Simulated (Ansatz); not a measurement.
Cost and result for the atomization energy of CH₈SiSn, SMILES `C[SiH2][SnH3]` (11 atoms, 10 bonds).

```json
{"atom": "C1", "x (Å)": "1.774", "y (Å)": "-0.344", "z (Å)": "-0.215"}
{"atom": "Si2", "x (Å)": "0.032", "y (Å)": "-0.926", "z (Å)": "0.172"}
{"atom": "Sn3", "x (Å)": "-1.648", "y (Å)": "1.006", "z (Å)": "0.068"}
{"atom": "H4", "x (Å)": "2.477", "y (Å)": "-1.179", "z (Å)": "-0.166"}
{"atom": "H5", "x (Å)": "2.096", "y (Å)": "0.416", "z (Å)": "0.499"}
{"atom": "H6", "x (Å)": "1.825", "y (Å)": "0.087", "z (Å)": "-1.217"}
{"atom": "H7", "x (Å)": "-0.021", "y (Å)": "-1.528", "z (Å)": "1.534"}
{"atom": "H8", "x (Å)": "-0.390", "y (Å)": "-1.975", "z (Å)": "-0.798"}
{"atom": "H9", "x (Å)": "-1.662", "y (Å)": "1.725", "z (Å)": "-1.484"}
{"atom": "H10", "x (Å)": "-1.246", "y (Å)": "2.231", "z (Å)": "1.193"}
{"atom": "H11", "x (Å)": "-3.238", "y (Å)": "0.487", "z (Å)": "0.414"}
```

The species carries charge 0 and has multiplicity 1. Correlated methods include outer-core shells of Sn, which these sets cover unevenly. Sn: def2 effective core potential. All single points use the PBE0-D4/def2-TZVP geometry. Program: Ansatz. All runs use 4 threads of a server CPU on a shared host. Times are those of one run each, without the atoms' runs, and a repeat can differ threefold. Electronic energies, without spin–orbit coupling; frozen cores. CCSD(T)/CBS adds CCSD(T) − MP2 in def2-TZVPP to the MP2 limit, and its time is that of the two runs behind it. T1 = 0.012. With those shells the extrapolation isn't a true limit. B3LYP takes the VWN-RPA correlation (the form of Gaussian; ORCA's B3LYP/G). HSE06 is the plane-wave form, built on full-range PBE exchange.

CCSD(T)/CBS is a level of theory with its own doubt, some kJ/mol a heavy atom from the limit and from the frozen cores, so smaller differences don't rank the functionals.

| level | functions | wall time |
| --- | --- | --- |
| LDA (SPW92)/def2-TZVPP | 235 | 1.1 s |
| BLYP-D4/def2-TZVPP | 235 | 1.9 s |
| PBE-D4/def2-TZVPP (with forces) | 235 | 2 s |
| HSE06-D4/def2-TZVPP | 235 | 2.5 s |
| BHLYP-D4/def2-TZVPP | 235 | 2.5 s |
| CAM-B3LYP-D4/def2-TZVPP | 235 | 2.8 s |
| CCSD(T)/def2-SVP | 98 | 3.6 s |
| B3LYP-D4/def2-TZVPP (with forces) | 235 | 3.7 s |
| PBE-QIDH/def2-TZVPP | 235 | 4.5 s |
| ωB97X-V/def2-TZVPP | 235 | 7 s |
| MP2/def2-QZVPP | 449 | 14 s |
| CCSD(T)/def2-TZVPP | 235 | 110 s |
| CCSD(T)/CBS(def2) | – | 120 s |

Task: What atomization energy does each give, and how far from CCSD(T)/CBS? (Best estimate.)

Result: The calculation gave: 
```json
{"level": "LDA (SPW92)/def2-TZVPP", "atomization (kJ/mol)": "3636.3", "difference from CCSD(T)/CBS": "347.1", "per bond": "34.7"}
{"level": "BLYP-D4/def2-TZVPP", "atomization (kJ/mol)": "3226.5", "difference from CCSD(T)/CBS": "-62.7", "per bond": "-6.3"}
{"level": "PBE-D4/def2-TZVPP (with forces)", "atomization (kJ/mol)": "3248.9", "difference from CCSD(T)/CBS": "-40.3", "per bond": "-4.0"}
{"level": "HSE06-D4/def2-TZVPP", "atomization (kJ/mol)": "3243.3", "difference from CCSD(T)/CBS": "-45.9", "per bond": "-4.6"}
{"level": "BHLYP-D4/def2-TZVPP", "atomization (kJ/mol)": "3235.1", "difference from CCSD(T)/CBS": "-54.1", "per bond": "-5.4"}
{"level": "CAM-B3LYP-D4/def2-TZVPP", "atomization (kJ/mol)": "3284.7", "difference from CCSD(T)/CBS": "-4.5", "per bond": "-0.4"}
{"level": "CCSD(T)/def2-SVP", "atomization (kJ/mol)": "3085.8", "difference from CCSD(T)/CBS": "-203.4", "per bond": "-20.3"}
{"level": "B3LYP-D4/def2-TZVPP (with forces)", "atomization (kJ/mol)": "3268.4", "difference from CCSD(T)/CBS": "-20.8", "per bond": "-2.1"}
{"level": "PBE-QIDH/def2-TZVPP", "atomization (kJ/mol)": "3235.1", "difference from CCSD(T)/CBS": "-54.1", "per bond": "-5.4"}
{"level": "ωB97X-V/def2-TZVPP", "atomization (kJ/mol)": "3299.5", "difference from CCSD(T)/CBS": "10.3", "per bond": "1.0"}
{"level": "MP2/def2-QZVPP", "atomization (kJ/mol)": "3207.2", "difference from CCSD(T)/CBS": "-82.0", "per bond": "-8.2"}
{"level": "CCSD(T)/def2-TZVPP", "atomization (kJ/mol)": "3216.1", "difference from CCSD(T)/CBS": "-73.1", "per bond": "-7.3"}
{"level": "CCSD(T)/CBS(def2)", "atomization (kJ/mol)": "3289.2", "difference from CCSD(T)/CBS": "0.0", "per bond": "0.0"}
```

The D4 term adds +33.8 kJ/mol with B3LYP and +17.8 kJ/mol with PBE0; it sums over pairs of atoms, weighted by their polarisabilities, and B3LYP, whose exchange is more repulsive, gets the larger term. From r2SCAN to r2SCAN0 (25 % exact exchange), in def2-TZVPP and without D4, the atomization energy moves by −16.9 kJ/mol: exact exchange takes away binding that semilocal exchange gives to molecules. Leaving LDA and LC-ωPBE aside and taking each functional with its dispersion term where it has one, the values, not all of them listed here, spread over 116.5 kJ/mol, from revPBE-D4 to B97M-V. LDA lies +408.3 kJ/mol from PBE without D4, its usual overbinding.

Spin–orbit coupling would lower the free Sn atoms strongly, and the atomization energy with them, by more than many differences here. For some Ge, Se and Sn compounds the MP2-based and the directly extrapolated limit differ by 10 to 25 kJ/mol.
